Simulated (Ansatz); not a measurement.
C2H6AlNSe, SMILES `C/N=C\[Se][AlH2]` at its PBE0-D4/def2-TZVP geometry, where that method's forces vanish. Total charge 0; spin multiplicity 1.

```xyz
11

C    -1.4788    0.7347    0.2043
N    -1.4340   -0.6304   -0.2302
C    -0.5149   -1.4207    0.0609
Se    1.0767   -1.1129    1.1831
Al    2.2258    0.2363   -0.2986
H    -1.2745    1.3825   -0.6535
H    -0.7662    0.9636    1.0049
H    -2.4925    0.9622    0.5407
H    -0.5524   -2.4479   -0.2966
H     3.6707    0.6927    0.1494
H     1.5401    0.6400   -1.6644
```

Q: What forces (eV/Å) does PBE-D4/def2-TZVPP give on these atoms in the Gaussian-basis code of Ansatz? (Estimate.)

A: The calculation gave: 
```
C1  -0.058  0.054 -0.004
N2  -0.595  0.282 -0.257
C3   0.302 -0.422  0.012
Se4  0.277 -0.058  0.339
Al5  0.022  0.037 -0.026
H6   0.035  0.148 -0.160
H7   0.168  0.062  0.168
H8  -0.214  0.067  0.063
H9   0.005 -0.229 -0.062
H10  0.110  0.031  0.035
H11 -0.052  0.028 -0.106
```
